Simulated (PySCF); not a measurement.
# Dipole response of Pm (promethium, neutral)

[Xe] 4f5 6s1 6p1, one real determinant (an excited configuration). All numbers are calculated (PySCF 2.14, scalar relativity by spin-free X2C-1e, in ANO-RCC-VTZP). Coupled (time-dependent) response in atomic units; α is the mean over directions. The basis has no added diffuse functions, which lowers α and C₆.

```csv
method,mean α (bohr³),"α xx, yy, zz",C₆ (like pair),S(−4)
UHF,632.8,"596.3, 651.1, 651.1",5901,4790000
```

S(−4) is the Cauchy moment in α(ω) = α(0) + S(−4) ω² + …

Spin-orbit coupling is absent.

α(iu) at UHF:

```csv
u (hartree),α(iu) (bohr³)
0,632.8
0.0500,140.2
0.100,90.30
0.200,47.42
0.300,30.24
0.500,16.61
0.750,10.29
1.00,7.267
1.50,4.330
2.00,2.925
3.00,1.628
5.00,0.7420
```

The components differ because the open shell of this determinant is not spherical; for a pure term their mean is the scalar polarisability.

⟨L²⟩ = 26.21 against 42 for a pure I term, so this real determinant mixes terms. Spin-orbit coupling, absent here, splits the open shell strongly.
